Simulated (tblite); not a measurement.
Compound: C₄H₄O₃PS (charge -1).
SMILES with atom numbers: `[O:1]=[P@@:2]([O-:3])([OH:4])[c:5]1[cH:6][cH:7][s:8][cH:9]1` (hydrogens: H10 on O4; H11 on C6; H12 on C7; H13 on C9)

Structure optimised with GFN2-xTB, isolated species.

**Question.** List the bond lengths, angles and torsions at this level.

**Answer.** 
```csv
bond,length (Å),order
O1=P2,1.480,double
P2–O3,1.490,single
P2–O4,1.672,single
P2–C5,1.846,single
C5–C6,1.416,aromatic
C6–C7,1.353,aromatic
C7–S8,1.729,aromatic
S8–C9,1.733,aromatic
C5–C9,1.348,aromatic
O4–H10,0.955,single
C6–H11,1.075,single
C7–H12,1.074,single
C9–H13,1.071,single
```

Orders are formal, as drawn. A selection of angles:
```csv
angle,degrees
O1–P2–O3,122.5
O1–P2–O4,108.9
O1–P2–C5,108.7
O3–P2–O4,106.9
O4–P2–C5,97.9
P2–C5–C6,124.1
P2–C5–C9,123.5
C6–C5–C9,112.4
C5–C6–C7,113.0
C6–C7–S8,111.8
C7–S8–C9,90.5
C5–C9–S8,112.2
H10–O4–P2,102.1
```

Dihedral angles: O1–P2–C5–C6 -29° (synperiplanar); H10–O4–P2–O1 -153° (antiperiplanar).

C7 (aromatic CH next to a ring sulfur) is planar (angles 129.3°, 118.8° and 111.8°, sum 360.0°, 0.00 Å off the plane of its three neighbours). C9 (aromatic CH next to a ring sulfur) is planar (angles 128.3°, 119.5° and 112.2°, sum 360.0°, 0.00 Å off the plane of its three neighbours). P2 (phosphoryl phosphorus) is distorted tetrahedral (angles from 97.9° to 122.5°). C5 (substituted aromatic carbon) is planar (angles 124.1°, 123.5° and 112.4°, sum 360.0°, 0.01 Å off the plane of its three neighbours). The 5-membered ring C5–C6–C7–S8–C9 has internal angles of 90.5° to 113.0° (sum 540°, against 540° for a flat polygon); it is planar, 0.00 Å rms from its mean plane, widest ring torsion 0°. The 3 O–P bonds span 1.480 Å (O1=P2, drawn double in one of several resonance forms) to 1.672 Å (P2–O4, drawn single), a spread of 0.192 Å. The 3 C–C bonds span 1.348 Å (C5–C9, aromatic) to 1.416 Å (C5–C6, aromatic), a spread of 0.068 Å.

Point group: C1 (no symmetry element, even within 0.4 Å). Its GFN2-xTB frequencies are all real (lowest 20 cm⁻¹). Torsions: O1–P2–O4–H -153°, O1–P2–C5–C6 -29°.

The run took 0.37 s on one thread, Arm Neoverse V2 (aarch64), shared host with 96 logical CPUs at a one-minute load of 29. That covers the optimisation of the geometry.

One conformer stands for the species.

These are computed values.
